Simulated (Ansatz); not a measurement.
Molecule: CH$_{7}$AlN$_{2}$, charge 0, multiplicity 1. SMILES: [NH2][Al]([NH2])[CH3]
Coordinates optimised at B3LYP-D3(BJ)/def2-TZVP (Ansatz, a first-principles code):
```xyz
11

C     -1.5187    -1.1664    -0.1504
Al     0.0249     0.0196    -0.0019
N     -0.1905     1.7686     0.2264
N      1.6786    -0.6260    -0.0767
H     -1.3008    -2.0426    -0.7661
H     -2.3807    -0.6592    -0.5910
H     -1.8307    -1.5342     0.8314
H     -1.0877     2.2245     0.2750
H      0.5457     2.4486     0.3298
H      1.8979    -1.6005    -0.2091
H      2.5286    -0.0917     0.0083
```

Atomisation energy built up term by term with Ansatz (kcal/mol; UHF references for open shells; valence terms freeze the core; atomic spin-orbit terms are left out). CBS marks a two-point X^-3 extrapolation of the correlation energy; Hartree-Fock from the larger set.

```csv
term,basis,kcal/mol
Hartree-Fock,aug-cc-pV(Q+d)Z,663.97
CCSD correlation,"CBS(aug-cc-pV(T+d)Z,aug-cc-pV(Q+d)Z)",254.18
(T),"CBS(aug-cc-pV(T+d)Z,aug-cc-pV(Q+d)Z)",13.85
core correlation,cc-pwCVTZ,2.26
scalar relativity (X2C),cc-pVTZ-DK against cc-pVTZ,-1.25
sum: De,,933.0
```

(T) makes 1.5 % of the CCSD(T) atomisation energy; under 5 % is typical of single-reference molecules.
